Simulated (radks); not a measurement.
The mean radii <r> (bohr) of the occupied orbitals of an atom or ion are listed with their occupations. All-electron calculation, Dirac Kohn-Sham, PBE, spin-unpolarised, spherical densities, finite nucleus; Fermi nuclear charge, rms radius of each element as measured or else 0.836 A^(1/3) + 0.57 fm. Program: a radial shooting solver on a logarithmic mesh with Libxc functionals.

| orbital | occ. | <r> |
|---|---|---|
| 1s1/2 | 2 | 0.03910 |
| 2s1/2 | 2 | 0.1672 |
| 2p1/2 | 1.66667 | 0.1424 |
| 2p3/2 | 3.33333 | 0.1462 |

Name the element and its charge. Open shells, if any, are shared by 2j + 1.

Answer. Z = 38, strontium, charge +29: Sr29+ in [He] 2s2 2p5. The 1s radius gives Z: for a bare nucleus <r> = (2 gamma + 1)/(2Z) with gamma = sqrt(1 - (Z/c)^2), 0.03844 bohr for Z = 38, and screening makes it slightly larger (0.03910 here). The occupations add up to 9, and the charge is Z minus that.
